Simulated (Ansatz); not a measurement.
Basis sets compared for (NaH)4 cube (Na₄H₄). Total charge 0; singlet. Geometry PBE0-D4/def2-SVP. Ansatz on 2 threads of Intel Xeon 6975P-C on a shared host; times are rough, and most runs start from earlier orbitals.

Cartesian coordinates in Å:
```
Na -1.804 -0.234 -0.487
Na 1.106 -0.869 -1.252
Na 0.409 1.838 0.029
Na 0.289 -0.735 1.710
H -0.426 -1.916 -0.030
H -0.301 0.766 -1.782
H -1.153 0.906 1.304
H 1.880 0.244 0.508
```

```
           level  functions  energy (Eh)  HOMO (eV)  LUMO (eV)  wall time
 PBE-D4/def2-SVP         80    -650.8436      -4.43      -0.64      0.9 s
PBE0-D4/def2-SVP         80    -650.9115      -5.47      -0.11      1.1 s
```

Problem. Estimate the rows for PBE-D4/def2-TZVP (with forces), PBE0-D4/def2-TZVP.

Solution. 
| level | functions | energy (Eh) | HOMO (eV) | LUMO (eV) | wall time |
| --- | --- | --- | --- | --- | --- |
| PBE-D4/def2-TZVP (with forces) | 152 | -651.0911 | -4.46 | -0.71 | 1.9 s |
| PBE0-D4/def2-TZVP | 152 | -651.1553 | -5.50 | -0.21 | 2.2 s |
